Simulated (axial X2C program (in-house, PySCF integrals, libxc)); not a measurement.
**Spin–orbit effects along a row: molecules with Na, CCSD(T)**

Calculated with an in-house all-electron X2C program for linear molecules (integrals from PySCF), spin-free (one-electron X2C) or two-component (2c: spin–orbit coupling with atomic mean-field Coulomb and Gaunt terms, which also bring small scalar terms), in Dyall basis sets with cores contracted in-house; open shells are unrestricted.

Basis sets: Ca dyall-cv3z, Cr dyall-cv3z, Cu dyall-cv3z, K dyall-cv3z, Na dyall-cv3z, Se dyall-cv3z. Frozen shells (counts by l): NaK K 2s1p, Na 2s1p, 10 electrons correlated; NaCa Ca 3s2p, Na 2s1p, 3 electrons correlated; NaCr Cr 3s2p, Na 1s, 15 electrons correlated; NaCu Cu 3s2p, Na 2s1p, 12 electrons correlated; NaSe Se 3s2p1d, Na 1s, 15 electrons correlated. Coupled cluster in natural virtuals with an MP2 remainder. Where the outer core of a metal is frozen, bonds come out longer and ionisation energies lower. Frozen cores can differ along the series, which adds to the trend.

```csv
molecule,spin-free state,Re (Å),ωe (cm⁻¹),De (eV),2c state,Re 2c (Å),ωe 2c (cm⁻¹),De 2c (eV)
NaK,"M_S = 0, Λ = 0",3.554,121.3,0.63,Ω = 0,3.554,121.3,0.63
NaCa,"M_S = 1/2, Λ = 0",3.768,98.3,0.19,Ω = 1/2,3.769,98.4,0.19
NaCr,"M_S = 5/2, Λ = 0",2.852,173.6,0.63,Ω = 5/2,2.853,173.3,0.63
NaCu,"M_S = 0, Λ = 0",2.570,213.1,1.58,Ω = 0,2.570,213.2,1.57
NaSe,"M_S = 1/2, Λ = 1",2.606,272.7,2.21,Ω = 3/2,2.607,272.2,2.18
```

Work out the shifts from the spin-free to the two-component result.



```
molecule  2c state  ΔRe (Å)  Δωe (cm⁻¹)  ΔDe (eV)
     NaK     Ω = 0    0.000         0.0      0.00
    NaCa   Ω = 1/2    0.001       noise      0.00
    NaCr   Ω = 5/2    0.001       noise      0.00
    NaCu     Ω = 0    0.000         0.1     -0.01
    NaSe   Ω = 3/2    0.001        -0.5     -0.03
```

Shifts of one unit in the last digit are rounding. Where the truncated virtual spaces of the two runs make Δωe unreliable it is marked noise.

Each entry is the lowest single determinant of a limited PBE0 search at one distance. De goes to single-determinant-based atoms at the same level (for ions the charge split of lowest energy) and is withheld (n/a) where an atom does not fit its ground term or J level. Main or longest-lived isotopes. One determinant is a doubtful description, or other states lie close, for NaCa, NaCr, NaCu; these need not be ground states, and all values refer to the states named. With several unpaired electrons the Ω given is that of one determinant, not necessarily of the lowest component.
